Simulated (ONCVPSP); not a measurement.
## Ti (Z = 22) ONCV: all-electron and pseudo phase curves

Ti (Z = 22), optimised norm-conserving Vanderbilt (ONCV), made with ONCVPSP 4.0.1 (PBE, scalar-relativistic). Core [Ne], reference 3s2 3p6 3d3 4s1. Waves: 3s+4s: rc 2.00 bohr, ncon 4, nbas 9, qcut 5.1 1/bohr, 2 projectors; 3p: rc 1.15 bohr, ncon 4, nbas 7, qcut 8 1/bohr, 2 projectors, debl 0.9 Ha; 3d: rc 1.80 bohr, ncon 5, nbas 10, qcut 10.7 1/bohr, 2 projectors, debl 1.4 Ha. Local part: polynomial inside 1.00 bohr (lpopt 5, dvloc0 1 Ha). Core correction: polynomial model core, fcfact 0.2.

In the p channel the program set the typed energies aside and used -1.312, 0.250 Ha.

The phase is arctan(r·R′/R) of the radial function R(r), unwrapped; energies in Ha, scanned from -4 to 5 Ha. A pole is an energy at which the radial function vanishes at the test radius. The pseudo phase is shifted by a multiple of π to meet the all-electron one at the reference energy, and phase errors are pseudo minus all-electron; the curves can meet again beyond the range given. Levels narrower than the energy grid can be missing from the lists of poles.

```tsv
channel	radius (bohr)	reference energy (Ha)	poles, all-electron	poles, pseudo	unbroken range about the reference energy with phases within 0.05 rad	phase error 1 Ha above the reference energy (rad)
s	2.03	-0.14	-2.07, 3.23	-2.07, 3.03	below 3.7	-0.003
p	1.17	-1.31	1.70	1.70	the whole range	-0.000
d	1.83	-0.07	0.52	0.52	the whole range	+0.000
```

Phases in the s channel:

```csv
E (Ha),all-electron,pseudo
-3.98,1.320,1.320
-3.74,1.304,1.304
-3.50,1.284,1.283
-3.26,1.256,1.256
-3.02,1.216,1.215
-2.78,1.142,1.142
-2.54,0.942,0.941
-2.30,-0.602,-0.602
-2.06,-1.579,-1.579
-1.82,-1.740,-1.740
-1.58,-1.821,-1.821
-1.34,-1.885,-1.885
-1.10,-1.951,-1.952
-0.86,-2.031,-2.031
-0.62,-2.138,-2.138
-0.38,-2.295,-2.295
-0.14,-2.544,-2.544
0.10,-2.939,-2.940
0.34,-3.440,-3.441
0.58,-3.859,-3.861
0.82,-4.126,-4.129
1.06,-4.292,-4.295
1.30,-4.400,-4.404
1.54,-4.476,-4.480
1.78,-4.532,-4.537
2.02,-4.575,-4.582
2.26,-4.611,-4.619
2.50,-4.641,-4.651
2.74,-4.666,-4.679
2.98,-4.690,-4.707
3.22,-4.711,-4.734
3.46,-4.732,-4.763
3.70,-4.752,-4.797
3.94,-4.772,-4.842
4.18,-4.794,-4.909
4.42,-4.818,-5.042
4.66,-4.845,-5.464
4.90,-4.877,-6.947
```
